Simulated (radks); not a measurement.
Trend from Zr to Cd: ionisation energy by Delta-SCF between NIST ground configurations, and size. Calculated with a radial shooting solver on a logarithmic mesh with Libxc functionals: scalar-relativistic Kohn-Sham, PBE, spin-unpolarised, spherical densities, finite nucleus; Fermi nuclear charge, rms radius of each element as measured or else 0.836 A^(1/3) + 0.57 fm.

species  configuration  configuration of the ion  IE (eV)  NIST (eV)  kind  -e(HOMO) (eV)
Zr        [Kr] 4d2 5s2              [Kr] 4d2 5s1    7.137      6.634  exp.     3.599 (4d)
Nb        [Kr] 4d4 5s1                  [Kr] 4d4    6.637      6.759  exp.     3.040 (4d)
Mo        [Kr] 4d5 5s1                  [Kr] 4d5    6.890      7.092  exp.     3.753 (4d)
Tc        [Kr] 4d5 5s2              [Kr] 4d5 5s1    8.153      7.119  exp.     5.043 (5s)
Ru        [Kr] 4d7 5s1                  [Kr] 4d7    7.292      7.361  exp.     4.240 (5s)
Rh        [Kr] 4d8 5s1                  [Kr] 4d8    7.460      7.459  exp.     4.300 (5s)
Pd           [Kr] 4d10                  [Kr] 4d9    9.115      8.337  exp.     4.048 (4d)
Ag       [Kr] 4d10 5s1                 [Kr] 4d10    7.757      7.576  exp.     4.405 (5s)
Cd       [Kr] 4d10 5s2             [Kr] 4d10 5s1    9.272      8.994  exp.     5.659 (5s)

Reference values: NIST Atomic Spectra Database (exp. = measured, semi-emp. = semi-empirical, theory = theoretical value adopted there). Spin polarisation and multiplet splitting are left out, so open shells lie too high by an amount that depends on their filling.

Beside tabulated values, note that spin-unpolarised runs miss the spin-polarisation part of the exchange energy of open shells.
